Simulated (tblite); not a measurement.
C4H5O3PS.
Bonds: O1–P2 (double), P2–O3, P2–O4, P2–C5, C5–C6 (aromatic), C6–C7 (aromatic), C7–S8 (aromatic), S8–C9 (aromatic), C5–C9 (aromatic). Hydrogens: H10 on O3; H11 on O4; H12 on C6; H13 on C7; H14 on C9.

Computed with GFN2-xTB (tblite), gas phase: L-BFGS steps from a force-field or distance-geometry start until the largest atomic force falls under 0.01 eV/Å.

Step 7: E = -793.7880 eV
```
atom  x, y, z in Å  |  force x, y, z in eV/Å
O1     -1.6328   -1.8052    0.9257   -0.093  -0.072   0.080
P2     -1.3285   -0.4925    0.3562    0.151   0.246  -0.135
O3     -1.7996    0.7422    1.2775    0.147   0.011   0.112
O4     -2.1261   -0.1994   -1.0094    0.065  -0.008  -0.219
C5      0.3829   -0.1302   -0.0426    0.164  -0.017   0.115
C6      0.9901    1.1094   -0.3624   -0.109   0.086  -0.019
C7      2.3303    1.0067   -0.5602   -0.230   0.100  -0.021
S8      2.8811   -0.6096   -0.3555    0.047   0.107  -0.026
C9      1.2984   -1.1355    0.0047    0.145  -0.202  -0.013
H10    -2.6100    0.4876    1.7181    0.019   0.027   0.189
H11    -2.9895   -0.6075   -0.9529   -0.035  -0.126  -0.133
H12     0.4240    2.0189   -0.4288    0.032   0.078  -0.035
H13     3.0259    1.7832   -0.8242   -0.086  -0.101   0.052
H14     1.1532   -2.1687    0.2317   -0.217  -0.128   0.053
```

Step 8: E = -793.8021 eV
```
atom  x, y, z in Å  |  force x, y, z in eV/Å
O1     -1.6529   -1.8012    0.9273   -0.046  -0.163   0.088
P2     -1.3261   -0.4956    0.3553    0.122   0.166  -0.081
O3     -1.7826    0.7347    1.2813    0.109   0.157   0.113
O4     -2.1124   -0.2066   -1.0138    0.035   0.071  -0.273
C5      0.3824   -0.1315   -0.0376    0.203   0.001   0.038
C6      0.9796    1.1127   -0.3641   -0.077   0.149   0.012
C7      2.3195    1.0101   -0.5596   -0.035   0.074  -0.054
S8      2.8807   -0.6076   -0.3557   -0.050   0.169  -0.032
C9      1.2982   -1.1379    0.0021    0.074  -0.097   0.019
H10    -2.5931    0.4888    1.7249   -0.012   0.012   0.203
H11    -2.9759   -0.6136   -0.9618   -0.063  -0.139  -0.133
H12     0.4211    2.0329   -0.4319    0.071  -0.124  -0.011
H13     3.0260    1.7813   -0.8232   -0.189  -0.141   0.071
H14     1.1349   -2.1671    0.2347   -0.143  -0.136   0.039
```

Step 9: E = -793.8125 eV
```
atom  x, y, z in Å  |  force x, y, z in eV/Å
O1     -1.6687   -1.7980    0.9289    0.016  -0.110   0.032
P2     -1.3227   -0.4968    0.3537    0.021   0.059  -0.019
O3     -1.7683    0.7313    1.2872    0.073   0.192   0.055
O4     -2.1022   -0.2115   -1.0224    0.033   0.100  -0.188
C5      0.3867   -0.1335   -0.0325    0.048   0.083  -0.020
C6      0.9699    1.1169   -0.3650    0.048   0.068   0.041
C7      2.3097    1.0137   -0.5600    0.035   0.007  -0.048
S8      2.8800   -0.6027   -0.3566   -0.081   0.150  -0.033
C9      1.2995   -1.1411    0.0002    0.046  -0.117   0.064
H10    -2.5790    0.4905    1.7339    0.000   0.006   0.189
H11    -2.9654   -0.6206   -0.9717   -0.039  -0.126  -0.132
H12     0.4196    2.0428   -0.4347    0.034  -0.197   0.008
H13     3.0228    1.7776   -0.8211   -0.184  -0.073   0.048
H14     1.1175   -2.1691    0.2380   -0.049  -0.042   0.003
```

Task: Estimate the geometry and energy of step 10. (The exact step hangs on the optimiser's Hessian estimate; all steps are aligned on step 9, rigid shifts and turns removed.)

Result: E = -793.8181 eV, largest force 0.174 eV/Å
```
atom  x, y, z in Å  |  force x, y, z in eV/Å
O1     -1.6766   -1.7967    0.9298    0.058  -0.007  -0.030
P2     -1.3207   -0.4968    0.3525   -0.058   0.015   0.015
O3     -1.7598    0.7324    1.2918    0.005   0.127   0.007
O4     -2.0967   -0.2129   -1.0303    0.002   0.070  -0.060
C5      0.3899   -0.1332   -0.0297   -0.005  -0.005  -0.028
C6      0.9657    1.1195   -0.3647    0.064  -0.019   0.060
C7      2.3041    1.0157   -0.5610    0.059  -0.047  -0.030
S8      2.8786   -0.5974   -0.3577   -0.058   0.053  -0.023
C9      1.3012   -1.1453    0.0004   -0.040   0.049   0.060
H10    -2.5706    0.4918    1.7421    0.062   0.022   0.149
H11    -2.9598   -0.6266   -0.9799    0.033  -0.089  -0.136
H12     0.4189    2.0455   -0.4362   -0.015  -0.173   0.015
H13     3.0181    1.7747   -0.8192   -0.114   0.027   0.011
H14     1.1070   -2.1711    0.2398    0.008  -0.023  -0.009
```

The energy changes by -0.0056 eV. The first-order estimate −F·Δx gives -0.0083 eV and the mean of the old and new forces, exact on a quadratic surface, -0.0056 eV. The step makes an angle of 60° with the force vector and moves no atom by more than 0.012 Å.

The cost below is that of the whole relaxation. Hardware: one thread of an Arm Neoverse V1, no GPU (shared host). Cost: 0.42 s of wall time.
